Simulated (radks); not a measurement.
Question: I III, 51 electrons, occupied as [Kr] 4d10 5s2 5p2.5 4f0.5 (fractional occupations, a model configuration). Method: Dirac Kohn-Sham, PBE, spin-unpolarised, spherical densities, point nucleus; open shells fill j = l - 1/2 first; computed with a radial shooting solver on a logarithmic mesh with Libxc functionals.

Spin-orbit splittings of the eigenvalues, e(l+1/2) - e(l-1/2), with zeta = 2 splitting/(2l+1) and mean radii in bohr:

shell  occ.  splitting (eV)  zeta (eV)  <r> j=l-1/2  <r> j=l+1/2
2p        6           298.7      199.2      0.09846       0.1041
3p        6               ?          ?       0.3040       0.3155
3d       10           11.82      4.729       0.2865       0.2901
4p        6           10.95      7.303       0.7724       0.8005
4d       10           1.722     0.6886       0.9116       0.9228
4f      0.5         0.01169   0.003341        4.222        4.244
5p      2.5           1.326     0.8837        2.135        2.213

Estimate the 3p splitting.

Answer: 56.23 eV (zeta = 37.48 eV).
